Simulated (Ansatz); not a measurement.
Te₆As₄, relaxed as a singlet with RKS r2SCAN-D4/def2-SVP in Ansatz, starting from the GFN1-xTB geometry. Force threshold 0.03 eV/Å.

In the def2 sets Te takes a core potential; there is no spin–orbit coupling. The structure comes from a short search, and lower isomers may exist.

Start:

| atom | x (Å) | y (Å) | z (Å) |
| --- | --- | --- | --- |
| As1 | -1.475 | 2.267 | 0.743 |
| As2 | 2.666 | -0.223 | 0.835 |
| As3 | 0.108 | 0.081 | -2.534 |
| As4 | -0.875 | -1.409 | 1.190 |
| Te5 | -1.028 | 2.208 | -1.767 |
| Te6 | 1.762 | -2.422 | 1.466 |
| Te7 | -3.013 | 0.449 | 1.361 |
| Te8 | 2.492 | 0.093 | -1.690 |
| Te9 | 0.415 | 0.756 | 1.699 |
| Te10 | -1.053 | -1.800 | -1.304 |

```csv
step,energy (eV),largest force component (eV/Å),SCF passes
1,-287118.6283,1.085,21
2,-287118.9632,0.624,29
3,-287119.1078,0.145,23
4,-287119.1091,0.136,22
5,-287119.1126,0.041,23
6,-287119.1130,0.013,23
```

Force components are those of the run's own axes.

End:

Cartesian coordinates in Å:
```
As -1.532 2.360 0.745
As 2.776 -0.231 0.842
As 0.110 0.085 -2.619
As -0.935 -1.510 1.193
Te -1.044 2.284 -1.842
Te 1.844 -2.460 1.584
Te -3.087 0.506 1.473
Te 2.566 0.113 -1.760
Te 0.389 0.713 1.768
Te -1.087 -1.860 -1.384
```

By distances, no bond broke or formed. The bond that changes most is As1–Te9, from 2.60 to 2.73 Å (atoms count from 1).

No frequencies were taken in this run, so the end may be a saddle point.

Run time 2 min (4 threads of Arm Neoverse V1 on a shared host), peak host memory 0.88 GiB.
